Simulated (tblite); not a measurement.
C₇H₆ClFO₂S.
Bonds: C1–C2, C2–C3 (aromatic), C3–F4, C3–C5 (aromatic), C5–C6 (aromatic), C6–C7 (aromatic), C7–C8 (aromatic), C8–S9, S9–O10 (double), S9–O11 (double), S9–Cl12, C2–C8 (aromatic). Hydrogens: H13, H14, H15 on C1; H16 on C5; H17 on C6; H18 on C7.

A start from a force field or distance geometry was refined with tblite 0.8.0, GFN2-xTB geometry optimisation, gas phase. Values at the start:

```tsv
coordinate	start
C1–C2	1.516 Å
C1–H13	1.102 Å
C2–C3	1.389 Å
C2–C8	1.412 Å
C3–F4	1.334 Å
C3–C5	1.401 Å
C5–C6	1.390 Å
C5–H16	1.087 Å
C6–C7	1.400 Å
C6–H17	1.087 Å
C7–C8	1.410 Å
C7–H18	1.081 Å
C8–S9	1.778 Å
S9=O10	1.449 Å
S9–Cl12	2.042 Å
C1–C2–C3	118.2°
C2–C3–F4	120.8°
C2–C8–C7	119.9°
C2–C8–S9	122.4°
C3–C2–C8	118.3°
C7–C8–S9	117.7°
C8–S9–O11	109.7°
O10–S9–O11	122.5°
C7–C8–S9–O10	-6°
```

**Question.** How do these coordinates change at the GFN2-xTB level?

**Answer.** 
| coordinate | GFN2-xTB (Å or °) | change |
| --- | --- | --- |
| C7–C8 | 1.380 | -0.030 |
| C1–C2 | 1.488 | -0.028 |
| C2–C8 | 1.386 | -0.026 |
| S9=O10 | 1.426 | -0.023 |
| C3–C5 | 1.383 | -0.018 |
| C1–H13 | 1.087 | -0.015 |
| C6–C7 | 1.385 | -0.015 |
| C3–F4 | 1.345 | +0.011 |
| C6–H17 | 1.078 | -0.009 |
| C5–H16 | 1.079 | -0.008 |
| C2–C3 | 1.396 | +0.007 |
| C5–C6 | 1.385 | -0.005 |
| S9–Cl12 | 2.038 | -0.004 |
| C7–H18 | 1.078 | -0.003 |
| C8–S9 | 1.779 | +0.001 |
| O10–S9–O11 | 118.6 | -3.9 |
| C2–C8–C7 | 123.7 | +3.8 |
| C1–C2–C3 | 122.0 | +3.8 |
| C3–C2–C8 | 115.2 | -3.1 |
| C8–S9–O11 | 112.4 | +2.7 |
| C2–C8–S9 | 120.2 | -2.2 |
| C2–C3–F4 | 118.7 | -2.1 |
| C7–C8–S9 | 116.1 | -1.6 |
| C7–C8–S9–O10 | 0 | +6 |

The energy falls by 0.203 eV over 90 L-BFGS steps, the largest force on an atom goes from 1.72 to 0.009 eV/Å, and the atoms move by 0.254 Å rms after alignment. The bond that changes most is C7–C8 (aromatic CH carbon to substituted aromatic carbon), which shortens by 0.030 Å. Bonds longer at the end by more than 0.005 Å: 2 of 18; shorter: 11. Among the dihedrals that turn most is H14–C1–C2–C3, from 103° to 139°. Rotational constants go from 1268, 521.0, 443.9 to 1280, 543.4, 455.1 MHz.

On one thread of an Arm Neoverse V1, shared host, this took 1.0 s.

Its GFN2-xTB frequencies are all real (lowest 51 cm⁻¹). One conformer, not necessarily the lowest.

The numbers are calculated, not measured.
